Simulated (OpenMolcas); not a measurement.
## Tm2+ in Cs2NaYF6

Tm2+ with its 6 nearest fluoride ions at 2.283 Å, on the Y site of Cs2NaYF6 (a = 9.075 Å, distance in the model lattice 2.178 Å). The rest of the host is ab initio model potentials to 7.6 Å, with orthogonalisation functions on the cations behind the ligands, and point charges beyond; the distance is set by hand and nothing relaxes, and no local charge compensation is placed. Ligand basis ANO-RCC-VDZP.

```
Program             : OpenMolcas
Method              : SS-CASPT2, IPEA 0.25 Eh, imaginary shift 0.1 Eh (closed shells correlated: 5s 5p and the ligand valence shells)
Basis               : ANO-RCC-VDZP [7s6p4d2f1g]
Scalar Hamiltonian  : DKH2, point nucleus
Active space        : 13 electrons in 7 orbitals (4f)
State averaging     : 2S+1 = 2 odd, 7 roots
Spin-orbit coupling : RASSI with atomic mean-field integrals over the reference wave functions
```

The lowest spin-free states (labels of O, the rotations of Oh), above the lowest:

| State | Degeneracy | E (cm-1) |
| --- | --- | --- |
| 2T1 | 3 | 0 |
| 2T2 | 3 | 530 |
| 2A2 | 1 | 890 |

The lowest levels with spin-orbit coupling:

```json
{"E (cm-1)": "0", "Degeneracy": "2", "Label": "Γ6", "2S+1": "2", "g": "2.66 2.66 2.66"}
{"E (cm-1)": "330", "Degeneracy": "4", "Label": "Γ8", "2S+1": "2", "g": ""}
{"E (cm-1)": "740", "Degeneracy": "2", "Label": "Γ7", "2S+1": "2", "g": "3.40 3.40 3.40"}
{"E (cm-1)": "9000", "Degeneracy": "4", "Label": "Γ8", "2S+1": "2", "g": ""}
{"E (cm-1)": "9480", "Degeneracy": "2", "Label": "Γ7", "2S+1": "2", "g": "1.40 1.40 1.40"}
```

Powder χT (cm3 K/mol): 0.678 at 2 K, 0.743 at 10 K, 1.07 at 50 K, 1.46 at 100 K, 2 at 200 K, 2.25 at 300 K. The effective moment at 300 K is 2.828 √(χT) = 4.24 μB.

Hund's rules give f13 the level 2F7/2 with g = 1.143, so an isolated free-ion multiplet has χT = g² J(J+1) / 8 = 2.571 cm3 K/mol. The computed 2.252 at 300 K differs by -12 %, through the field's splitting, the mixing of terms and any other multiplet in reach.

Stevens parameters of the J = 7/2 multiplet, which is 739 cm-1 wide (cm-1, z along the main axis): B40 = -3.786e-01, B44 = -1.893e+00, B60 = 1.225e-03, B64 = -2.561e-02.

Roots that are degenerate in the reference are averaged as groups; the widest CASPT2 spread within a group is 32 cm-1 (the 3-fold group of multiplicity 2 near 527 cm-1 above the lowest state of its run). Shifts and gaps below about the spread of the groups concerned are not significant. Over all roots computed the reference weight is 0.68; a low but even weight reflects the number of correlated electrons. Splittings of an f shell from a small cluster at a set distance can be off by tens of per cent, mostly too small. No measured value stands beside these numbers; the geometry was set by hand and not optimised.
